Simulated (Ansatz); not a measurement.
Harmonic frequencies (cm⁻¹) at PBE0-D4/def2-TZVP from Ansatz: 50, 74, 79, 98, 147, 307, 358, 426, 443, 484, 577, 582, 674, 712, 724, 741, 753, 893, 914, 926, 952, 1173, 1940, 1950, 1962, 2219, 2229, 2240, 2583, 2678.

Problem. Which molecule is it?
A. `CCB(O)BCl`
B. `CSCO`
C. `N=[CH][GaH][NH2]`
D. `B[P]([SiH3])[SnH3]`

Solution. D.
